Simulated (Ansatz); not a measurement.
Isolated molecules relaxed with PBE0-D4/def2-TZVP in Ansatz; ΔE leaves out vibrations. CBS: MP2 limit from def2 TZ/QZ plus the TZ coupled-cluster correction, frozen cores. This one scheme is used for every species. DFT in def2-TZVPP. One conformer a species, not always the lowest.

Reaction (cleavage of the B–Si bond): `[SiH3][SiH2]BS` + H–F → `FBS` + disilane

`[SiH3][SiH2]BS`:

Cartesian coordinates in Å:
```
Si -0.877 -1.204 1.170
Si 0.170 0.785 0.503
B 1.271 0.385 -1.115
S 0.750 0.726 -2.765
H -1.708 -0.989 2.386
H 0.141 -2.247 1.468
H -1.757 -1.701 0.077
H 0.995 1.283 1.640
H -0.889 1.795 0.209
H 2.326 -0.172 -1.052
H -0.423 1.339 -2.521
```

H–F:

Z-matrix (Å, degrees):
```
F
H 1 0.920
```

`FBS`:

Z-matrix (Å, degrees):
```
B
F 1 1.322
S 1 1.794 2 117.9
H 1 1.194 2 119.5 3 -180.0
H 3 1.342 1 94.9 2 180.0
```

`[SiH3][SiH3]`:

Cartesian coordinates in Å:
```
Si -0.348 -0.743 -0.833
Si 0.348 0.743 0.833
H -1.036 -0.005 -1.927
H 0.822 -1.461 -1.405
H -1.292 -1.745 -0.269
H -0.821 1.464 1.403
H 1.295 1.743 0.269
H 1.032 0.005 1.929
```

Question: Is it downhill or uphill in electronic energy at CCSD(T)/CBS, and by how much? (Estimate.)

Answer: Computed: Downhill: ΔE = -1.30 eV.

Question: What do these levels give: r2SCAN-D4, PBE0-D4, ωB97X-V, B2PLYP, MP2/def2-TZVPP, CCSD(T)/def2-TZVPP? (An estimate is asked.)

Answer: Ansatz gave: r2SCAN-D4 -1.38, PBE0-D4 -1.26, ωB97X-V -1.42, B2PLYP -1.47, MP2/def2-TZVPP -1.35, CCSD(T)/def2-TZVPP -1.35 eV.

Largest T1 diagnostic among the species: 0.016.

In def2-TZVPP, CCSD(T) changes the Hartree–Fock value by +0.36 eV (the triples alone add +0.05 eV) and MP2 by +0.37 eV. The D4 term adds +0.11 eV with B3LYP and +0.06 eV with PBE0; it sums over pairs of atoms, weighted by their polarisabilities, and B3LYP, whose exchange is more repulsive, gets the larger term.

B3LYP here is the variant with VWN-RPA as its local correlation; programs differ in this.
